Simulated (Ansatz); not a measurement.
Input file for C8H18O (`CCCCCCCCO`):

```yaml
crystal:
  periodic: [false, false, false]
  atoms:
    - {symbol: C, position_ang: [-0.307324, 1.435230, -2.246741]}
    - {symbol: C, position_ang: [-1.570952, 1.327748, -1.408852]}
    - {symbol: C, position_ang: [-2.020344, -0.105643, -1.150002]}
    - {symbol: C, position_ang: [-1.088059, -0.960783, -0.295859]}
    - {symbol: C, position_ang: [-0.925671, -0.471442, 1.147617]}
    - {symbol: C, position_ang: [0.255542, 0.465607, 1.416595]}
    - {symbol: C, position_ang: [1.551659, -0.239497, 1.801482]}
    - {symbol: C, position_ang: [2.138731, -1.142414, 0.734078]}
    - {symbol: O, position_ang: [3.355137, -1.736722, 1.137044]}
    - {symbol: H, position_ang: [-0.438529, 0.943494, -3.215031]}
    - {symbol: H, position_ang: [-0.044691, 2.478430, -2.437267]}
    - {symbol: H, position_ang: [0.550503, 0.966083, -1.758569]}
    - {symbol: H, position_ang: [-2.381623, 1.855729, -1.921926]}
    - {symbol: H, position_ang: [-1.433755, 1.852646, -0.457244]}
    - {symbol: H, position_ang: [-2.167564, -0.603973, -2.115837]}
    - {symbol: H, position_ang: [-3.004428, -0.085509, -0.667031]}
    - {symbol: H, position_ang: [-1.493893, -1.977217, -0.283820]}
    - {symbol: H, position_ang: [-0.111367, -1.041449, -0.781880]}
    - {symbol: H, position_ang: [-0.833486, -1.333361, 1.817968]}
    - {symbol: H, position_ang: [-1.855293, 0.027602, 1.443070]}
    - {symbol: H, position_ang: [0.434774, 1.105060, 0.546676]}
    - {symbol: H, position_ang: [-0.005767, 1.143216, 2.235233]}
    - {symbol: H, position_ang: [1.394237, -0.833809, 2.708548]}
    - {symbol: H, position_ang: [2.301949, 0.521124, 2.055925]}
    - {symbol: H, position_ang: [1.467030, -1.975817, 0.518034]}
    - {symbol: H, position_ang: [2.268889, -0.579364, -0.203231]}
    - {symbol: H, position_ang: [3.964305, -1.034959, 1.381012]}
basis:
  gaussian: {orbitals: def2-TZVPP}
correlation: {method: ccsd_t}
```

```sh
$ ansatz run in.yaml --threads 4 --pin off --events-out ev --progress --plain --max-ram 41984MiB --backend cuda --devices 0, --max-vram 37GiB
```

Log, shortened:

```
Functional definition: HF
3091 factors; integrals over basis functions are off by at most 1.0e-3 eV
mean field evaluation 1: about -10561.1734 eV, gradient 5.5e1 eV
mean field evaluation 2: about -10561.5937 eV, gradient 5.5e1 eV
mean field evaluation 4: about -10569.4870 eV, gradient 6.2e0 eV
mean field evaluation 8: about -10569.6079 eV, gradient 3.5e-1 eV
mean field -10569.60826870 eV, -388.4259395369 hartree, gradient 1.5e-6 eV, S^2 0.000000; 0 other end points of the search recorded, 0 dependent functions left out
9 core orbitals not correlated: weight in the atoms' cores, before any rotation towards them, 1.000 or more for the frozen orbitals, at most 0.000 for the correlated occupied ones
reference -10569.60826870 eV, -388.4259395369 hartree; 28, 28 occupied and 494, 494 virtual orbitals, 3091 factors
second order -44.92728499 eV of doubles, -0.00000000 eV of singles
cycle   1  -46.15840490 eV  change    -1.2e0 eV  update   1.2e-1
cycle   2  -47.19272443 eV  change    -1.0e0 eV  update   3.4e-2
cycle   3  -47.36138965 eV  change   -1.7e-1 eV  update   1.4e-2
cycle   4  -47.35545121 eV  change    5.9e-3 eV  update   3.2e-3
cycle   5  -47.35581587 eV  change   -3.6e-4 eV  update   1.2e-3
cycle   6  -47.35651380 eV  change   -7.0e-4 eV  update   3.1e-4
cycle   7  -47.35644587 eV  change    6.8e-5 eV  update   1.2e-4
cycle   8  -47.35641064 eV  change    3.5e-5 eV  update   3.8e-5
perturbative correction -1.85727475 eV, -0.0682535880 hartree
Total energy: -10618.82195409 eV, -390.2345091167 hartree
```

It took 9.2 min on 4 threads of an AMD EPYC 7R13 on a shared host and a share of an NVIDIA H100 80 GB, with 2.9 GiB of host memory at the peak.

The correlation energy is -49.214 eV, 3.8 % of it from (T); the T1 diagnostic reads 0.0091.
